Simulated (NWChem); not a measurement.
System meant: BCl₂F; SMILES ClB(Cl)F

Here is an NWChem input.

```
start job
memory heap 200 mb stack 900 mb global 1100 mb
geometry units angstroms noautosym nocenter noautoz
  B      0.000000     0.000000    -0.348930
  F      0.000000     0.000000    -1.659552
  Cl     1.520975     0.000000     0.501866
  Cl    -1.520975     0.000000     0.501866
end
basis spherical
  * library 6-31g*
end
dft
  xc m06-2x
  iterations 150
end
property
  shielding 3 1 2 3
end
task dft property
```

End of the output:

```
 Vector   27  Occ=0.000000D+00  E= 1.919118D-01
              MO Center=  4.6D-09, -2.0D-11, -7.0D-01, r^2= 3.3D+00
   Bfn.  Coefficient  Atom+Function         Bfn.  Coefficient  Atom+Function
  ----- ------------  ---------------      ----- ------------  ---------------
     9      1.582753  1 B  pz                20      1.009646  2 F  s
    38     -0.598949  3 Cl s                 56     -0.598949  4 Cl s
    39      0.469759  3 Cl px                57     -0.469759  4 Cl px
     5      0.336752  1 B  pz                23      0.295551  2 F  pz
     6     -0.198984  1 B  s                 41     -0.162668  3 Cl pz

 center of mass
 --------------
 x =   0.00000000 y =   0.00000000 z =  -0.00512315

 moments of inertia (a.u.)
 ------------------
         254.540401050733           0.000000000000           0.000000000000
           0.000000000000         832.307980940041           0.000000000000
           0.000000000000           0.000000000000         577.767579889309

     Multipole analysis of the density
     ---------------------------------

     L   x y z        total         alpha         beta         nuclear
     -   - - -        -----         -----         ----         -------
     0   0 0 0     -0.000000    -24.000000    -24.000000     48.000000

     1   1 0 0     -0.000000     -0.000000     -0.000000      0.000000
     1   0 1 0      0.000000      0.000000      0.000000      0.000000
     1   0 0 1     -0.021299     -0.372368     -0.372368      0.723436

     2   2 0 0    -26.894210   -153.887080   -153.887080    280.879951
     2   1 1 0     -0.000000     -0.000000     -0.000000      0.000000
     2   1 0 1     -0.000000     -0.000000     -0.000000      0.000000
     2   0 2 0    -25.215432    -12.607716    -12.607716      0.000000
     2   0 1 1     -0.000000     -0.000000     -0.000000      0.000000
     2   0 0 2    -27.180002    -74.225492    -74.225492    121.270982

          -----------------------------------------
          Chemical Shielding Tensors (GIAO, in ppm)
          -----------------------------------------

 ------------------------------------------------------------------------
  xm06: d2 not coded                    0
 ------------------------------------------------------------------------
 ------------------------------------------------------------------------
  current input line :
    19: task dft property
 ------------------------------------------------------------------------
 ------------------------------------------------------------------------
 This error has not yet been assigned to a category
 ------------------------------------------------------------------------
 For more information see the NWChem manual at https://nwchemgit.github.io

0: xm06: d2 not coded:Received an Error in Communication
```

### Question
Find the fault in this run and fix the input.

### Answer
The run crashed. Cause: this functional's second derivatives, which shieldings need, aren't coded here; the fix takes a hybrid GGA instead. This input runs:
```
start job
memory heap 200 mb stack 900 mb global 1100 mb
geometry units angstroms noautosym nocenter noautoz
  B      0.000000     0.000000    -0.348930
  F      0.000000     0.000000    -1.659552
  Cl     1.520975     0.000000     0.501866
  Cl    -1.520975     0.000000     0.501866
end
basis spherical
  * library 6-31g*
end
dft
  xc pbe0
  iterations 150
end
property
  shielding 3 1 2 3
end
task dft property
```
It converges to -1044.76090 Ha (PBE0/6-31G* (spherical d), GIAO).
